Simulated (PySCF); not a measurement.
Breaking a bond: MgO, singlet.

- RKS-B3LYP = PySCF with restricted B3LYP/6-31G
- UKS-PBE0 = unrestricted PBE0/6-31G (PySCF 2.14.0)
- RKS-BHandHLYP = restricted BHandHLYP/6-31G (PySCF)

Magnitude of the dipole moment (D; its direction can reverse along the curve, and a method can change to another solution) and Mulliken charge of the fragment that holds Mg1:

| R / Å | μ RKS-B3LYP | q RKS-B3LYP | μ UKS-PBE0 | q UKS-PBE0 | μ RKS-BHandHLYP | q RKS-BHandHLYP |
|---|---|---|---|---|---|---|
| 1.38 | 5.45 | 0.93 | 3.80 | 0.88 | 6.26 | 1.01 |
| 1.49 | 5.89 | 0.86 | 4.30 | 0.83 | 6.70 | 0.95 |
| 1.55 | 6.04 | 0.82 | 4.46 | 0.79 | 6.84 | 0.90 |
| 1.63 | 6.19 | 0.77 | 4.61 | 0.75 | 6.94 | 0.85 |
| 1.67 | 6.25 | 0.74 | — | — | 6.96 | 0.82 |
| 1.73 | 6.30 | 0.71 | 4.47 | 0.68 | 6.96 | 0.79 |
| 1.81 | 6.35 | 0.67 | 3.16 | 0.59 | 6.90 | 0.74 |
| 1.83 | 6.35 | 0.66 | 2.98 | 0.58 | 6.88 | 0.73 |
| 1.93 | 6.36 | 0.62 | 3.21 | 0.55 | 6.73 | 0.68 |
| 2.00 | 6.34 | 0.59 | 3.38 | 0.54 | 6.59 | 0.64 |
| 2.17 | 6.25 | 0.55 | 3.78 | 0.51 | 6.22 | 0.57 |
| 2.31 | 6.15 | 0.51 | 4.09 | 0.49 | 5.91 | 0.52 |
| 2.57 | 5.95 | 0.46 | 4.44 | 0.45 | 5.38 | 0.42 |
| 2.89 | 5.73 | 0.40 | 4.22 | 0.35 | 4.79 | 0.33 |
| 3.10 | 5.60 | 0.36 | 3.92 | 0.29 | 4.42 | 0.28 |
| 3.49 | 5.39 | 0.31 | 3.30 | 0.20 | 3.77 | 0.20 |
| 3.83 | 5.25 | 0.27 | 2.78 | 0.15 | 3.22 | 0.15 |
| 4.20 | 5.14 | 0.24 | 2.26 | 0.11 | 2.65 | 0.11 |
| 4.69 | 5.07 | 0.22 | 1.65 | 0.07 | 1.96 | 0.07 |
| 5.19 | 5.09 | 0.20 | 1.13 | 0.04 | 1.35 | 0.05 |
| 6.04 | 5.29 | 0.18 | 0.32 | 0.01 | 0.56 | 0.02 |
| 6.96 | 5.66 | 0.17 | 0.03 | 0.00 | 0.09 | 0.00 |

A dash means that the run gave no value there, or that the column was ended at a point which the program doubted or which failed a test of continuity chosen for this set; such a test can also cut sound points.

At the longest distance RKS-B3LYP leaves fractional charges on the fragments, a sign of delocalisation error or of the restricted form. The restricted form behind RKS-B3LYP, RKS-BHandHLYP keeps the bonding electrons paired and can't separate into open-shell fragments. The unrestricted solution behind UKS-PBE0 changes between 1.63 and 1.67 Å, which can leave a kink. The unrestricted determinant behind UKS-PBE0 is spin-contaminated at 1.38 to 1.63, 1.73 to 6.96 Å (<S²> up to 1.0, against 0.00 for a pure singlet).
